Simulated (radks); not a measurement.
Spherical quantum dot in the effective-mass picture: electrons in a parabolic well V = omega^2 r^2 / 2 with omega = 0.338, all in effective atomic units (hartree* = m*/eps^2 hartree, bohr* = eps/m* bohr), one dielectric constant everywhere. Calculated with a radial shooting solver with Libxc functionals: non-relativistic Kohn-Sham, exchange-only LDA, spin-polarised, spherical densities. Levels are named by radial order and angular momentum (1s, 1p, 1d, 2s, ...), and open shells are averaged over m.

N = 14, configuration 1s2 1p6 1d(up 5, down 0) 2s(up 1, down 0). This is the lowest configuration that the search found. Occupied and some empty levels:

level    occupation  eigenvalue (hartree*)  <r> (bohr*)
1s up             1                 3.9464        3.218
1s down           1                 4.0158        3.183
1p up             3                 4.0713        3.857
1p down           3                 4.1436        3.816
1d up             5                 4.2251        4.296
2s up             1                 4.2901        3.538
1d down           0                 4.3007        4.284
2s down           0                 4.3663        3.650
1f up             0                 4.4032        4.650
1f down           0                 4.4798        4.664
2p up             0                 4.4958        4.053
2p down           0                 4.5592        4.130
1g up             0                 4.6014        4.956
1g down           0                 4.6767        4.991

Energy (hartree*): total 36.3961, kinetic 3.3961, external 13.264, Hartree 22.572, exchange-correlation -2.8358.
